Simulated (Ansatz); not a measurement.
C2H6AlClO2 (SMILES CC[O][Al]([OH])[Cl]), singlet, at the geometry of the source list; R2SCAN/6-31G in Ansatz (a program for electronic structure).

Here is a job for Ansatz.
Ansatz 0.2 input:
```yaml
crystal:
  periodic: [false, false, false]
  atoms:
    - {symbol: Al, position_ang: [-0.35470000, 1.90700000, 0.18640000]}
    - {symbol: Cl, position_ang: [0.27010000, 3.17260000, -1.27070000]}
    - {symbol: O, position_ang: [-1.47270000, 2.34860000, 1.31400000]}
    - {symbol: H, position_ang: [-2.07040000, 2.94260000, 1.74700000]}
    - {symbol: O, position_ang: [0.33160000, 0.41430000, 0.20590000]}
    - {symbol: C, position_ang: [0.62510000, -0.94070000, 0.38570000]}
    - {symbol: C, position_ang: [0.29320000, -1.72920000, -0.87430000]}
    - {symbol: H, position_ang: [1.69220000, -1.03370000, 0.61580000]}
    - {symbol: H, position_ang: [0.05150000, -1.33000000, 1.23350000]}
    - {symbol: H, position_ang: [0.83270000, -1.31180000, -1.71920000]}
    - {symbol: H, position_ang: [0.57520000, -2.77060000, -0.74590000]}
    - {symbol: H, position_ang: [-0.77370000, -1.66910000, -1.07830000]}
basis:
  gaussian:
    orbitals: 6-31G
hamiltonian:
  xc: r2scan
```

What the program printed (banner, timings and long lists left out):

```
Functional definition: r2SCAN
877 factors; integrals over basis functions are off by at most 2.3e-4 eV
mean field evaluation 1: about -25368.3004 eV, gradient 8.1e1 eV
mean field evaluation 2: about -25334.1856 eV, gradient 1.5e2 eV
mean field evaluation 4: about -25381.0006 eV, gradient 7.6e0 eV
mean field evaluation 8: about -25381.1235 eV, gradient 6.8e-1 eV
mean field evaluation 16: about -25381.1245 eV, gradient 6.4e-5 eV
mean field -25381.12452663 eV, -932.7391224097 hartree, gradient 6.4e-5 eV, S^2 0.000000; 0 other end points of the search recorded, 0 dependent functions left out
reference -25381.12454022 eV, -932.7391229091 hartree; 32, 32 occupied and 42, 42 virtual orbitals, 877 factors
Total energy: -25381.12454022 eV, -932.7391229091 hartree
```
